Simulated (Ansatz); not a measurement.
Start from `C[CH2][Sn][Br]` and change one atom or group to get `C[CH2][Sn][NH2]`.

Ansatz, PBE0-D4/def2-TZVP geometries, multiplicity 1. Each molecule was computed in one conformer, which needn't be the lowest.

Elements past krypton have def2 core potentials. Scalar relativity is left out up to krypton.

```csv
property,`C[CH2][Sn][Br]`
HOMO–LUMO gap (B3LYP/def2-TZVPP) / eV,3.21
HOMO energy (ωB97M-V/def2-TZVPP) / eV,-8.47
zero-point energy (PBE0-D4/def2-TZVP) / kJ/mol,169.9
HOMO–LUMO gap (PBE/def2-TZVPP) / eV,1.92
HOMO energy (B3LYP/def2-TZVPP) / eV,-6.25
"ideal-gas entropy at 298 K and 1 bar (rigid rotor, harmonic PBE0-D4/def2-TZVP) / J/(mol·K)",367
```

**Question.** What does the change do to each property? (Estimate.)

**Answer.** Ansatz gave: 
```tsv
property	`C[CH2][Sn][NH2]`	shift
HOMO–LUMO gap (B3LYP/def2-TZVPP) / eV	3.85	0.64
HOMO energy (ωB97M-V/def2-TZVPP) / eV	-8.01	0.46
zero-point energy (PBE0-D4/def2-TZVP) / kJ/mol	234.2	64.3
HOMO–LUMO gap (PBE/def2-TZVPP) / eV	2.56	0.64
HOMO energy (B3LYP/def2-TZVPP) / eV	-5.78	0.47
ideal-gas entropy at 298 K and 1 bar (rigid rotor, harmonic PBE0-D4/def2-TZVP) / J/(mol·K)	353	-14
```

With PBE0 the HOMO rises by 0.49 eV and the LUMO rises by 1.11 eV, so the gap widens by about 0.62 eV. PBE moves the HOMO by 0.46 eV and ωB97M-V by 0.46 eV. The zero-point energy changes by 64.3 kJ/mol with +6 modes. Modes under 60 cm⁻¹, often nearly free rotors, make the harmonic entropy too high.

B3LYP here is the variant with VWN-RPA as its local correlation; programs differ in this.

Spin–orbit coupling is left out; it splits and shifts lone-pair levels of the heavy atoms by tenths of an eV.
